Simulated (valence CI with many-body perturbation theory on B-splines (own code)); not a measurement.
# Energy levels of Mo³⁶⁺

Calculated by valence CI with perturbative core correlation (CI+MBPT): four valence electrons over a frozen Dirac-Fock core [He], a basis of 11 s, 11 p, 10 d, 8 f, 5 g, 2 h functions for each j, with the one-electron correlation potential Σ1, the two-electron term Σ2, the three-electron term Σ3, Breit, model QED; selected CI, second order for the rest, scaled by the run's own slope (own B-spline code, finite nucleus).

The last digits are not significant, and no measured levels were compared; by estimate large intervals hold to a few tenths of a per cent, small ones and those within an open d or f shell to about a per cent. Among the levels kept, up to 970 cm⁻¹ of a level comes from second order outside the variational space, and about a tenth of that is noise between levels of different J, which matters for small intervals.

Levels 91 to 135 of 200, with energies above the lowest level, (2s^2 2p1/2^2) J=0. "Leading %" is the weight of the configuration and term that name the level; weights of strongly mixed levels are sums over their largest components and can fall short. In the jj column 3d3/2^4 stands for four electrons in 3d with j = 3/2. Lifetimes count E1, E2, E3, M1 and M2 decay at the calculated energies, and are blank where another channel may lead or the interval is too uncertain; long ones can be off by a factor of two.

| No. | Configuration | Term | J | E (eV) | Leading % | Second component | Lifetime | Leading jj |
| --- | --- | --- | --- | --- | --- | --- | --- | --- |
| 91 | 2s2p²3d | ³F | 3 | 3200.8 | 36 | 24 % 2s2p²3d ⁵P | 13.3 fs | 2s 2p1/2 2p3/2 3d5/2 (46 %) |
| 92 | 2s2p²3d | ⁵F | 5 | 3205.1 | 59 | 40 % 2s2p²3d ³G | 203 ps | 2s 2p1/2 2p3/2 3d5/2 (93 %) |
| 93 | 2s2p²3d | ³D | 1 | 3205.6 | 36 | 32 % 2s2p²3d ³P | 10.1 fs | 2s 2p1/2 2p3/2 3d5/2 (91 %) |
| 94 | 2s2p²3p | ³P° | 1 | 3208.1 | 42 | 22 % 2s2p²3p ³S° | 50.5 fs | 2s 2p1/2 2p3/2 3p3/2 (93 %) |
| 95 | 2s2p²3p | ³P° | 0 | 3208.2 | 86 | 13 % 2s2p²3p ¹S° | 966 fs | 2s 2p1/2 2p3/2 3p3/2 (97 %) |
| 96 | 2s2p²3s | ³P | 2 | 3208.3 | 35 | 26 % 2s2p²3s ¹D | 25.2 fs | 2s 2p3/2^2 3s (79 %) |
| 97 | 2s2p²3d | ⁵D | 3 | 3208.6 | 35 | 27 % 2s2p²3d ³D | 6.36 fs | 2s 2p1/2 2p3/2 3d3/2 (58 %) |
| 98 | 2s2p²3d | ⁵P | 2 | 3208.7 | 31 | 17 % 2s2p²3d ³D | 6.21 fs | 2s 2p1/2 2p3/2 3d3/2 (74 %) |
| 99 | 2s2p²3p | ³D° | 2 | 3208.9 | 42 | 24 % 2s2p²3p ¹D° | 49.4 fs | 2s 2p1/2 2p3/2 3p3/2 (90 %) |
| 100 | 2s2p²3d | ⁵P | 1 | 3211.0 | 54 | 18 % 2s2p²3d ³P | 4.89 fs | 2s 2p1/2 2p3/2 3d3/2 (88 %) |
| 101 | 2s2p²3p | ³P° | 1 | 3213.5 | 57 | 15 % 2s2p²3p ¹P° | 214 fs | 2s 2p1/2 2p3/2 3p3/2 (89 %) |
| 102 | 2s2p²3d | ³P | 2 | 3221.5 | 31 | 21 % 2s2p²3d ³D | 14.4 fs | 2s 2p1/2 2p3/2 3d5/2 (75 %) |
| 103 | 2s2p²3d | ³D | 3 | 3223.1 | 60 | 20 % 2s2p²3d ¹F | 8.77 fs | 2s 2p1/2 2p3/2 3d5/2 (77 %) |
| 104 | 2s2p²3d | ³F | 4 | 3226.6 | 53 | 27 % 2s2p²3d ¹G | 6.28 fs | 2s 2p1/2 2p3/2 3d5/2 (71 %) |
| 105 | 2s2p²3d | ³D | 1 | 3228.2 | 56 | 19 % 2s2p²3d ³P | 7.52 fs | 2s 2p1/2 2p3/2 3d5/2 (87 %) |
| 106 | 2s2p²3d | ³P | 0 | 3230.3 | 75 | 20 % 2s2p²3d ¹S | 7.08 fs | 2s 2p1/2 2p3/2 3d5/2 (89 %) |
| 107 | 2s2p²3d | ³G | 3 | 3238.9 | 59 | 20 % 2s2p²3d ¹F | 99.5 fs | 2s 2p1/2 2p3/2 3d3/2 (96 %) |
| 108 | 2s2p²3d | ³F | 2 | 3244.0 | 51 | 26 % 2s2p²3d ¹D | 11.6 fs | 2s 2p1/2 2p3/2 3d3/2 (79 %) |
| 109 | 2s2p²3d | ³D | 1 | 3247.3 | 29 | 22 % 2s2p²3d ¹P | 18.9 fs | 2s 2p1/2 2p3/2 3d3/2 (66 %) |
| 110 | 2s2p²3p | ³P° | 2 | 3247.8 | 32 | 21 % 2s2p²3p ³D° | 76.2 fs | 2s 2p3/2^2 3p1/2 (92 %) |
| 111 | 2s2p²3s | ³S | 1 | 3250.7 | 39 | 30 % 2s2p²3d ³D | 20.4 fs | 2s 2p3/2^2 3s (55 %) |
| 112 | 2s2p²3p | ³D° | 3 | 3251.0 | 50 | 17 % 2s2p²3p ¹F° | 30.1 fs | 2s 2p3/2^2 3p1/2 (92 %) |
| 113 | 2s2p²3d | ³G | 4 | 3252.5 | 42 | 33 % 2s2p²3d ³F | 31.4 fs | 2s 2p1/2 2p3/2 3d5/2 (97 %) |
| 114 | 2s2p²3s | ³P | 2 | 3253.0 | 40 | 12 % 2s2p²3d ³P | 10.1 fs | 2s 2p3/2^2 3s (55 %) |
| 115 | 2s2p²3d | ³D | 3 | 3253.1 | 42 | 22 % 2s2p²3d ³F | 15.1 fs | 2s 2p1/2 2p3/2 3d5/2 (92 %) |
| 116 | 2s2p²3d | ¹P | 1 | 3254.7 | 31 | 26 % 2s2p²3d ³D | 6.20 fs | 2s 2p1/2 2p3/2 3d3/2 (70 %) |
| 117 | 2s2p²3d | ³F | 2 | 3255.4 | 36 | 17 % 2s2p²3d ¹D | 5.34 fs | 2s 2p1/2 2p3/2 3d3/2 (75 %) |
| 118 | 2p³3s | ⁵S° | 2 | 3255.6 | 38 | 37 % 2p³3s ³P° | 117 fs | 2p1/2^2 2p3/2 3s (90 %) |
| 119 | 2s2p²3s | ¹P | 1 | 3256.4 | 54 | 16 % 2s2p²3s ³D | 29.7 fs | 2s 2p3/2^2 3s (87 %) |
| 120 | 2s2p²3d | ³P | 0 | 3258.4 | 67 | 26 % 2s2p²3d ¹S | 6.19 fs | 2s 2p1/2 2p3/2 3d3/2 (90 %) |
| 121 | 2s2p²3d | ³F | 3 | 3261.6 | 42 | 33 % 2s2p²3d ¹F | 6.39 fs | 2s 2p1/2 2p3/2 3d5/2 (89 %) |
| 122 | 2s2p²3d | ³D | 2 | 3262.7 | 24 | 19 % 2s2p²3s ³P | 9.39 fs | 2s 2p1/2 2p3/2 3d5/2 (67 %) |
| 123 | 2p³3s | ³S° | 1 | 3262.9 | 28 | 26 % 2p³3s ³D° | 44.9 fs | 2p1/2^2 2p3/2 3s (89 %) |
| 124 | 2s2p²3d | ³P | 1 | 3263.3 | 47 | 24 % 2s2p²3d ³S | 9.17 fs | 2s 2p1/2 2p3/2 3d5/2 (76 %) |
| 125 | 2s2p²3s | ¹S | 0 | 3265.4 | 67 | 24 % 2s2p²3s ³P | 51.9 fs | 2s 2p3/2^2 3s (89 %) |
| 126 | 2s2p²3d | ³D | 2 | 3266.0 | 43 | 25 % 2s2p²3d ³P | 8.27 fs | 2s 2p1/2 2p3/2 3d5/2 (86 %) |
| 127 | 2s2p²3p | ³D° | 3 | 3271.5 | 55 | 23 % 2s2p²3p ⁵P° | 46.0 fs | 2s 2p3/2^2 3p3/2 (94 %) |
| 128 | 2s2p²3p | ³F° | 4 | 3271.9 | 58 | 42 % 2s2p²3p ⁵D° | 9.00 ps | 2s 2p3/2^2 3p3/2 (93 %) |
| 129 | 2s2p²3p | ¹P° | 1 | 3278.0 | 36 | 31 % 2s2p²3p ³P° | 20.3 fs | 2s 2p3/2^2 3p3/2 (84 %) |
| 130 | 2s2p²3p | ³P° | 2 | 3291.0 | 48 | 23 % 2s2p²3p ¹D° | 20.8 fs | 2s 2p3/2^2 3p3/2 (93 %) |
| 131 | 2p³3p | ⁵P | 1 | 3294.4 | 29 | 18 % 2p³3p ³P | 35.9 fs | 2p1/2^2 2p3/2 3p1/2 (93 %) |
| 132 | 2p³3p | ³P | 2 | 3296.0 | 23 | 22 % 2p³3p ⁵P | 39.5 fs | 2p1/2^2 2p3/2 3p1/2 (90 %) |
| 133 | 2s2p²3p | ³P° | 0 | 3301.3 | 78 | 14 % 2s2p²3p ¹S° | 3.35 ps | 2s 2p3/2^2 3p1/2 (92 %) |
| 134 | 2s2p²3p | ³P° | 1 | 3302.5 | 33 | 25 % 2s2p²3p ³S° | 38.8 fs | 2s 2p3/2^2 3p1/2 (92 %) |
| 135 | 2s2p²3p | ³P° | 1 | 3304.0 | 50 | 22 % 2s2p²3p ¹P° | 28.4 fs | 2s 2p3/2^2 3p1/2 (92 %) |

Where two levels of one J and parity lie close, their mixing, g and order are uncertain.
